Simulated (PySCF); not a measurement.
Species: C4H3FOSi.
SMILES with atom numbers: `[CH:1]#[C:2][SiH2:3][C:4]([F:5])=[C:6]=[O:7]` (hydrogens: H8 on C1; H9, H10 on Si3)

Theory: PBE0-D3(BJ)/def2-SVP geometry optimisation, gas phase (PySCF 2.14.0).

**Question.** Give the optimised bond lengths and angles.

**Answer.** 
```csv
bond,length (Å)
C1≡C2,1.217
C2–Si3,1.830
Si3–C4,1.864
C4–F5,1.352
C4=C6,1.330
C6=O7,1.160
C1–H8,1.076
"Si3–H9, Si3–H10",1.490
```

Bonds in one row agree within 0.01 Å and their mean is given. A selection of angles:
```csv
angle,degrees
C2–C1–H8,179.9
C1–C2–Si3,179.1
C2–Si3–C4,110.7
C2–Si3–H9,110.5
C2–Si3–H10,108.8
C4–Si3–H9,105.7
C4–Si3–H10,110.1
H9–Si3–H10,111.1
Si3–C4–F5,120.5
Si3–C4–C6,119.6
F5–C4–C6,119.8
C4–C6–O7,175.5
```

Torsions: C2–Si3–C4–F5 -63° (synclinal). The mirror-image conformer, all signs reversed, is as good.

The 2 C–Si bonds span 1.830 Å (C2–Si3, drawn single) to 1.864 Å (Si3–C4, drawn single), a spread of 0.034 Å. The 2 C–C bonds span 1.217 Å (C1≡C2, drawn triple) to 1.330 Å (C4=C6, drawn double), a spread of 0.113 Å. Si3 (SiH2 silicon) is distorted tetrahedral (angles from 105.7° to 111.1°).

Point group: C1 (no symmetry element, even within 0.4 Å). Stationary, but not proved a minimum. One conformer, not necessarily the lowest.

Time: 86 s wall; peak memory 0.50 GiB. Hardware: an Arm Neoverse V1 with one thread, on a shared host. That covers the optimisation of the geometry.
